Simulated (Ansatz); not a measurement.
`N[Si]([SiH3])Cl`, charge 0, multiplicity 2.

(1) Give a relaxed structure at PBE0-D4/def2-TZVP (Ansatz 0.2.0). (Estimate.)

Results:

(1) The calculation gave: 
Z-matrix (Å, degrees):
```
Si
Si 1 2.355
H 1 1.489 2 113.2
H 1 1.486 2 108.5 3 121.9
H 1 1.490 2 107.6 3 -120.5
Cl 2 2.075 1 109.6 3 -53.1
N 2 1.719 1 110.1 3 61.8
H 7 1.008 2 120.3 1 -151.2
H 7 1.008 2 120.2 1 61.6
```
This is one stationary point; other conformers may exist.
